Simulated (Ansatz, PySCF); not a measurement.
Caution: the highest occupied level lies above zero, so the state may not be bound. This triplet lies 0.08 eV below the relaxed singlet at the level B3LYP/aug-cc-pVTZ // PBE0-D3(BJ)/def2-TZVPD (Ansatz, a first-principles code).

**C2H2B, SMILES `[BH-]C#C` (lower triplet) (charge -1, multiplicity 3)**

These are PySCF with PBE0-D3(BJ)/def2-TZVPD values and carry that method's errors.

The highest occupied spin orbital comes out as 0.89 eV, the total energy is -102.0402 Ha and the cost is roughly 30 core-seconds.

```xyz
5

B     -1.3094    -0.1945     0.0404
C      0.0809    -0.1039    -0.3060
C      1.3200    -0.1188    -0.5375
H     -2.2338     0.4704     0.3986
H      2.1423    -0.0534    -1.2222
```
Charge -1, spin multiplicity 3.
